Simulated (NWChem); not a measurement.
CH6MgSSi; SMILES C[S][Mg][SiH3]

```xyz
10

Mg     0.2452     0.3478     0.0723
S      0.4206    -1.9574     0.2031
C     -1.2988    -2.5689     0.0379
H     -1.2570    -3.6654     0.0957
H     -1.7459    -2.2995    -0.9295
H     -1.9476    -2.2134     0.8510
Si     0.1419     2.9169    -0.0625
H     -0.7501     3.5154     0.9872
H     -0.3766     3.4067    -1.3841
H      1.4903     3.5523     0.1210
```
Atoms are numbered in this order, from 1.

Program: NWChem. Pople sets run with spherical d functions. STO-3G and 3-21G are far too small for this property and stand as cheap habits. The geometry was optimised at PBE0/def2-SVP. GIAO values for the isolated, static molecule; σ is the absolute isotropic shielding, δ = σ(reference) − σ with the isolated reference molecule computed at the same levels (13C: tetramethylsilane, 1H: tetramethylsilane, 29Si: tetramethylsilane).

```json
[
 {"level": "Hartree-Fock/STO-3G", "σ Mg1 (ppm)": "416.6", "σ S2 (ppm)": "869.4", "δ C3 (ppm)": "20.3", "δ H4 (rotor mean) (ppm)": "-0.11", "δ Si7 (ppm)": "-63.5", "δ H8 (rotor mean) (ppm)": "0.09", "relative time": "1"},
 {"level": "Hartree-Fock/6-31G*", "σ Mg1 (ppm)": "503.1", "σ S2 (ppm)": "783.2", "δ C3 (ppm)": "7.1", "δ H4 (rotor mean) (ppm)": "1.85", "δ Si7 (ppm)": "-108.5", "δ H8 (rotor mean) (ppm)": "3.09", "relative time": "8"},
 {"level": "B3LYP/6-311G**", "σ Mg1 (ppm)": "432.9", "σ S2 (ppm)": "644.1", "δ C3 (ppm)": "9.6", "δ H4 (rotor mean) (ppm)": "2.10", "δ Si7 (ppm)": "-144.7", "δ H8 (rotor mean) (ppm)": "3.14", "relative time": "20"},
 {"level": "BHandHLYP/pcSseg-1", "σ Mg1 (ppm)": "439.1", "σ S2 (ppm)": "708.9", "δ C3 (ppm)": "9.2", "δ H4 (rotor mean) (ppm)": "1.92", "δ Si7 (ppm)": "-138.0", "δ H8 (rotor mean) (ppm)": "2.89", "relative time": "10"}
]
```

Times are rough ratios from one shared machine.
